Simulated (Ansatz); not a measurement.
`[OH][Zr]([F])([Cl])[Cl]` + HCl → `[F][Zr]([Cl])([Cl])[Cl]` + H₂O at 400 K and 1 bar (ligand exchange at a Zr–O bond).

Isolated molecules relaxed with PBE0-D4/def2-TZVP in Ansatz; ΔE leaves out vibrations. CBS: MP2 limit from def2 TZ/QZ plus the TZ coupled-cluster correction, frozen cores. This one scheme is used for every species. Elements past krypton have def2 core potentials. For Zr outer-core shells are correlated without core-valence functions, which leaves a few kJ/mol of doubt a bond. Each species was taken in one conformer, which may not be the lowest.

| species | CCSD(T)/CBS energy (Eh) | H − E (kJ/mol) | S (J/(mol·K)) |
| --- | --- | --- | --- |
| `[OH][Zr]([F])([Cl])[Cl]` | -1142.42143 | 79.0 | 413.5 |
| HCl | -460.38127 | 29.6 | 195.4 |
| `[F][Zr]([Cl])([Cl])[Cl]` | -1526.43176 | 46.9 | 397.3 |
| H₂O | -76.37941 | 69.8 | 198.6 |

H − E and S are ideal-gas, rigid-rotor, harmonic terms from PBE0-D4/def2-TZVP, for one conformer and one mirror image of each species. 1 Eh = 2625.50 kJ/mol, R = 8.31446 J/(mol·K).

By hand: ΔE, ΔH, ΔS and ΔG.

ΔE = (-1526.43176) + (-76.37941) − (-1142.42143) − (-460.38127) = -0.00847 Eh = -22.2 kJ/mol. Δ(H − E) = 46.9 + 69.8 − 79.0 − 29.6 = 8.1, so ΔH = -14.1 kJ/mol. ΔS = 397.3 + 198.6 − 413.5 − 195.4 = -13.0 J/(mol·K). ΔG = -14.1 − 400 × (-13.0)/1000 = -8.9 kJ/mol.

By hand: the equilibrium constant, and the temperature at which ΔG would vanish if ΔH and ΔS stayed fixed.

log₁₀ K = −ΔG/(RT ln 10) = 1.2. ΔG = 0 at ΔH/ΔS = 1085 K, though so small a ΔS makes that figure unsure.

TΔS isn't small against ΔH here. A doubt of 5 kJ/mol in ΔE shifts log₁₀ K by 0.7 here. Other conformers and mirror images would add mixing entropy, several J/(mol·K) or more a flexible species. These are equilibria of isolated gas molecules and say nothing of rates. Largest T1 diagnostic: 0.016 (customary marks: 0.02 for closed shells, 0.045 for open ones).
